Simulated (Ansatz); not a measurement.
Molecule: GeF, net charge 0, doublet state. 
Structure (B3LYP-D3(BJ)/def2-TZVP (Ansatz, a quantum-chemistry and plane-wave program) minimum search):
```
F
Ge 1 1.7699
```
Charge 0, spin multiplicity 2.

Quantity: vertical ionisation energy (to the singlet state of charge +1; each state is the SCF solution reached for its spin), in eV. Valence correlation only, unless marked. Open shells are spin-unrestricted. No spin-orbit coupling. The frozen core is the preceding noble-gas configuration, with the filled d and f shells of earlier blocks. No relativistic terms. CBS marks a two-point X^-3 extrapolation of the correlation energy; Hartree-Fock from the larger set.

```
level                 program  vertical ionisation energy (eV)
--------------------  -------  -------------------------------
SVWN5/def2-TZVPD       Ansatz                             7.62
r2SCAN/def2-TZVPD      Ansatz                             7.71
B3LYP/def2-TZVPD       Ansatz                             7.64
PBE0/def2-TZVPD        Ansatz                             7.65
BHLYP/def2-TZVPD       Ansatz                             7.64
CAM-B3LYP/def2-TZVPD   Ansatz                             7.70
wB97M-V/def2-TZVPD     Ansatz                             7.50
```

Q: Predict the CCSD(T)/CBS(aug-cc-pVTZ,aug-cc-pVQZ) result (Ansatz).

A: 7.55 eV
